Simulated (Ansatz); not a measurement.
Zr2Si2⁻, relaxed as a doublet with UKS B3LYP-D4/def2-SVPD in Ansatz, starting from the B3LYP-D4/def2-SVP geometry of the neutral singlet. Force threshold 0.02 eV/Å.

In the def2 sets Zr takes a core potential; there is no spin–orbit coupling. The structure comes from a short search, and lower isomers may exist.

Start:

```xyz
4

Zr    1.5029   -0.2167   -0.5651
Zr   -0.3806   -0.4097    1.5206
Si   -0.2295    1.5369   -0.0650
Si   -0.8928   -0.9106   -0.8905
```

(1) Estimate the energy that the relaxation releases and the steps that it takes.

(2) Does the start keep its bonding and symmetry?

(3) Predict the relaxed structure.

Results:

(1) 0.08 eV, in 5 steps; 2.2 min on 2 threads of Arm Neoverse V1 on a shared host. No frequencies were taken in this run, so the end may be a saddle point.

(2) By distances, no bond broke or formed. The bond that changes most is Zr1–Zr2, from 2.82 to 2.70 Å (atoms count from 1). Point group C2v at the start, C2v at the end, both within 0.05 Å.

(3) 
```tsv
atom	x (Å)	y (Å)	z (Å)
Zr1	1.491	-0.236	-0.497
Zr2	-0.313	-0.421	1.501
Si3	-0.249	1.583	-0.079
Si4	-0.929	-0.925	-0.925
```
Bond lengths (bridged metal pairs left out): 4 × Si–Zr 2.55 Å; 1 × Zr–Zr 2.70 Å.
